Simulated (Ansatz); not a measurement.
Born–Oppenheimer molecular dynamics of CH$_{5}$ClSn (8 atoms, charge 0, multiplicity 1). It starts from a relaxed structure.

All numbers below come from RKS PBE0-D4/def2-SVP in Ansatz.

* ensemble: NVT, Langevin thermostat
* time step: 1 fs
* steps asked: 100
* set temperature: 300 K
* friction: 0.02 /fs
* seed: 439540

First frame:

```xyz
8
Properties=species:S:1:pos:R:3
Sn -0.007 0.000 -0.070
Cl 0.040 -0.019 2.295
C 2.034 -0.001 -0.714
H 2.400 -1.034 -0.798
H 2.120 0.496 -1.690
H 2.643 0.539 0.025
H -0.847 1.428 -0.503
H -0.864 -1.410 -0.527
```

Task: How far do the bonds stretch over the last three quarters of this one trajectory? (Pairs bonded in most of those frames.)

Result: 
```tsv
bond	mean (Å)	spread (Å)	shortest	longest
Sn1–Cl2	2.360	0.005	2.35	2.37
Sn1–C3	2.132	0.051	2.07	2.22
Sn1–H7	1.715	0.064	1.59	1.84
Sn1–H8	1.720	0.055	1.64	1.82
C3–H4	1.100	0.012	1.07	1.13
C3–H5	1.104	0.034	1.05	1.16
C3–H6	1.100	0.012	1.07	1.13
```

Mean temperature of the second half: 355 K. The mean temperature of the second half is 18 % above the set value. A run of 0.1 ps of so small a system gives no equilibrium averages.

Run time: 7 min on 1 thread of Arm Neoverse V1 (shared host), peak memory 0.17 GiB.
